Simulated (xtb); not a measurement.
F₆Nb (SMILES [F][Nb-]([F])([F])([F])([F])[F]), charge -1, singlet, geometry from GFN2-xTB (such geometries of metal compounds can be far from the true shape); GFN2-xTB (xtb 6.7.1).

The xtb input:
```
$ xtb mol.xyz --gfn 2 --chrg -1 --opt --json

# file mol.xyz
7

Nb     0.00000000     0.00000000    -0.00000000
F      1.11527446    -0.47737769    -1.40718583
F     -1.11527446     0.47737769     1.40718583
F     -1.17152260     0.79987238    -1.19984896
F     -0.91410953    -1.60754884    -0.17913416
F      0.91410953     1.60754884     0.17913416
F      1.17152260    -0.79987238     1.19984896
```

Task: What does xtb print? Leave out banner, timings and long lists.

Result: 
```
   ID    Z sym.   atoms
    1   41 Nb     1
    2    9 F      2-7

           -------------------------------------------------
          |                Calculation Setup                |
           -------------------------------------------------

           -------------------------------------------------
          |                 G F N 2 - x T B                 |
           -------------------------------------------------

          ...................................................
          :                      SETUP                      :
          :.................................................:
          :  # basis functions                  34          :
          :  # atomic orbitals                  33          :
          :  # shells                           15          :
          :  # electrons                        48          :
          :  max. iterations                   250          :
          :  Hamiltonian                  GFN2-xTB          :
          :  restarted?                      false          :
          :  GBSA solvation                  false          :
          :  PC potential                    false          :
          :  electronic temp.          300.0000000     K    :
          :  accuracy                    1.0000000          :
          :  -> integral cutoff          0.2500000E+02      :
          :  -> integral neglect         0.1000000E-07      :
          :  -> SCF convergence          0.1000000E-05 Eh   :
          :  -> wf. convergence          0.1000000E-03 e    :
          :  Broyden damping             0.4000000          :
          :  net charge                         -1          :
          :  unpaired electrons                  0          :
          ...................................................

 iter      E             dE          RMSdq      gap      omega  full diag
   1     -9.4373869 -0.943739E+01  0.312E+01    1.64       0.0  T
   2    -20.4721590 -0.110348E+02  0.262E+01   37.51       1.0  T
   3    -25.4999416 -0.502778E+01  0.178E+01   16.26       1.0  T
   4    -26.7083261 -0.120838E+01  0.159E+01   13.49       1.0  T
   5    -20.4278746  0.628045E+01  0.237E+01   39.17       1.0  T
   6    -23.8769151 -0.344904E+01  0.225E+01    2.08       1.0  T
   7    -24.9364948 -0.105958E+01  0.203E+01    2.19       1.0  T
   8    -29.0027185 -0.406622E+01  0.849E+00    9.41       1.0  T
   9    -27.2066241  0.179609E+01  0.152E+01    2.51       1.0  T
  10    -30.7210239 -0.351440E+01  0.332E+00    3.99       1.0  T
  11    -30.9071440 -0.186120E+00  0.840E-01    4.60       1.0  T
  12    -30.8830673  0.240766E-01  0.133E+00    4.41       1.0  T
  13    -30.9079231 -0.248558E-01  0.432E-01    4.60       1.0  T
  14    -30.9098779 -0.195477E-02  0.265E-01    4.63       1.0  T
  15    -30.9107518 -0.873903E-03  0.310E-01    4.77       1.0  T
  16    -30.9095918  0.115994E-02  0.428E-01    4.80       1.0  T
  17    -30.9083626  0.122920E-02  0.509E-01    4.82       1.0  T
  18    -30.9097783 -0.141563E-02  0.377E-01    4.79       1.0  T
  19    -30.9113799 -0.160160E-02  0.150E-01    4.74       1.0  T
  20    -30.9116961 -0.316210E-03  0.300E-02    4.72       1.3  T
  21    -30.9117090 -0.129317E-04  0.192E-03    4.71      19.7  T
  22    -30.9117087  0.295460E-06  0.437E-03    4.71       8.6  T
  23    -30.9117090 -0.307994E-06  0.425E-04    4.71      88.9  T
  24    -30.9117090 -0.176181E-08  0.202E-04    4.71     186.9  T

   *** convergence criteria satisfied after 24 iterations ***

         :::::::::::::::::::::::::::::::::::::::::::::::::::::
         ::                     SUMMARY                     ::
         :::::::::::::::::::::::::::::::::::::::::::::::::::::
         :: total energy             -30.884909277167 Eh    ::
         :: gradient norm              0.000003821737 Eh/a0 ::
         :: HOMO-LUMO gap              4.710835128934 eV    ::
         ::.................................................::
         :: SCC energy               -30.911707582075 Eh    ::
         :: -> isotropic ES            0.194273801092 Eh    ::
         :: -> anisotropic ES         -0.004577656361 Eh    ::
         :: -> anisotropic XC         -0.001205469680 Eh    ::
         :: -> dispersion             -0.003990011766 Eh    ::
         :: repulsion energy           0.026798304908 Eh    ::
         :: add. restraining           0.000000000000 Eh    ::
         :: total charge              -1.000000000000 e     ::
         :::::::::::::::::::::::::::::::::::::::::::::::::::::

      -----------------------------------------------------------
     |                   =====================                   |
     |                        A N C O P T                        |
     |                   =====================                   |
     |               Approximate Normal Coordinate               |
     |                Rational Function Optimizer                |
      -----------------------------------------------------------
      -----------------------------------------------------------
     |                   =====================                   |
     |                        A N C O P T                        |
     |                   =====================                   |
     |               Approximate Normal Coordinate               |
     |                Rational Function Optimizer                |
      -----------------------------------------------------------

          ...................................................
          :                      SETUP                      :
          :.................................................:
          :   optimization level            normal          :
          :   max. optcycles                   200          :
          :   ANC micro-cycles                  20          :
          :   degrees of freedom                15          :
          :.................................................:
[...]
 * total energy  :   -30.8849093 Eh     change       -0.7433059E-09 Eh
   *** GEOMETRY OPTIMIZATION CONVERGED AFTER 1 ITERATIONS ***
[...]
          ...................................................

 iter      E             dE          RMSdq      gap      omega  full diag
   1    -30.9117090 -0.309117E+02  0.161E-08    4.71       0.0  T
   2    -30.9117090  0.106581E-13  0.170E-08    4.71  100000.0  T
   3    -30.9117090 -0.710543E-14  0.161E-08    4.71  100000.0  T

   *** convergence criteria satisfied after 3 iterations ***

         :::::::::::::::::::::::::::::::::::::::::::::::::::::
         ::                     SUMMARY                     ::
         :::::::::::::::::::::::::::::::::::::::::::::::::::::
         :: total energy             -30.884909277911 Eh    ::
         :: gradient norm              0.000004768693 Eh/a0 ::
         :: HOMO-LUMO gap              4.710887321566 eV    ::
         ::.................................................::
         :: SCC energy               -30.911707582819 Eh    ::
         :: -> isotropic ES            0.194286646673 Eh    ::
         :: -> anisotropic ES         -0.004577697571 Eh    ::
         :: -> anisotropic XC         -0.001205448243 Eh    ::
         :: -> dispersion             -0.003990029076 Eh    ::
         :: repulsion energy           0.026798304908 Eh    ::
         :: add. restraining           0.000000000000 Eh    ::
         :: total charge              -1.000000000000 e     ::
         :::::::::::::::::::::::::::::::::::::::::::::::::::::

           -------------------------------------------------
          |                Property Printout                |
           -------------------------------------------------

    * Orbital Energies and Occupations

         #    Occupation            Energy/Eh            Energy/eV
      -------------------------------------------------------------
         1        2.0000           -0.7698429             -20.9485
       ...           ...                  ...                  ...
        12        2.0000           -0.3515501              -9.5662
        13        2.0000           -0.3515501              -9.5662
        14        2.0000           -0.3458326              -9.4106
        15        2.0000           -0.3458326              -9.4106
        16        2.0000           -0.3380296              -9.1983
        17        2.0000           -0.3380296              -9.1983
        18        2.0000           -0.3380296              -9.1983
        19        2.0000           -0.3358921              -9.1401
        20        2.0000           -0.3358921              -9.1401
        21        2.0000           -0.3358921              -9.1401
        22        2.0000           -0.3350186              -9.1163
        23        2.0000           -0.3350186              -9.1163
        24        2.0000           -0.3350186              -9.1163 (HOMO)
        25                         -0.1618967              -4.4054 (LUMO)
        26                         -0.1618967              -4.4054
        27                         -0.1618967              -4.4054
        28                          0.3348804               9.1126
        29                          0.3348804               9.1126
        30                          0.4778143              13.0020
        31                          0.6278602              17.0849
        32                          0.6278603              17.0849
        33                          0.6278603              17.0849
      -------------------------------------------------------------
                  HL-Gap            0.1731219 Eh            4.7109 eV
             Fermi-level           -0.2484576 Eh           -6.7609 eV

     #   Z          covCN         q      C6AA      α(0)
     1  41 Nb       4.024     0.738   161.948    19.753
     2   9 F        0.671    -0.290    12.224     4.127
     3   9 F        0.671    -0.290    12.224     4.127
     4   9 F        0.671    -0.290    12.224     4.127
     5   9 F        0.671    -0.290    12.224     4.127
     6   9 F        0.671    -0.290    12.224     4.127
     7   9 F        0.671    -0.290    12.224     4.127

 Mol. C6AA /au·bohr⁶  :       1121.981789
 Mol. C8AA /au·bohr⁸  :      53150.772440
 Mol. α(0) /au        :         44.516727

Wiberg/Mayer (AO) data.
largest (>0.10) Wiberg bond orders for each atom

 ---------------------------------------------------------------------------
     #   Z sym  total        # sym  WBO       # sym  WBO       # sym  WBO
 ---------------------------------------------------------------------------
     1  41 Nb   6.204 --     2 F    1.034     3 F    1.034     5 F    1.034
                             6 F    1.034     7 F    1.034     4 F    1.034
     2   9 F    1.226 --     1 Nb   1.034
     3   9 F    1.226 --     1 Nb   1.034
     4   9 F    1.226 --     1 Nb   1.034
     5   9 F    1.226 --     1 Nb   1.034
     6   9 F    1.226 --     1 Nb   1.034
     7   9 F    1.226 --     1 Nb   1.034
 ---------------------------------------------------------------------------

Topologies differ in total number of bonds
Writing topology from bond orders to xtbtopo.mol

molecular dipole:
                 x           y           z       tot (Debye)
 q only:       -0.000       0.000      -0.000
   full:       -0.000       0.000      -0.000       0.000
molecular quadrupole (traceless):
                xx          xy          yy          xz          yz          zz
 q only:       -0.000      -0.000      -0.000      -0.000       0.000       0.000
  q+dip:       -0.000      -0.000      -0.000      -0.000       0.000       0.000
   full:       -0.000      -0.000      -0.000      -0.000       0.000       0.000

optimized geometry written to: xtbopt.xyz

           -------------------------------------------------
          | TOTAL ENERGY              -30.884909277911 Eh   |
          | GRADIENT NORM               0.000004768693 Eh/α |
          | HOMO-LUMO GAP               4.710887321566 eV   |
           -------------------------------------------------

normal termination of xtb
```
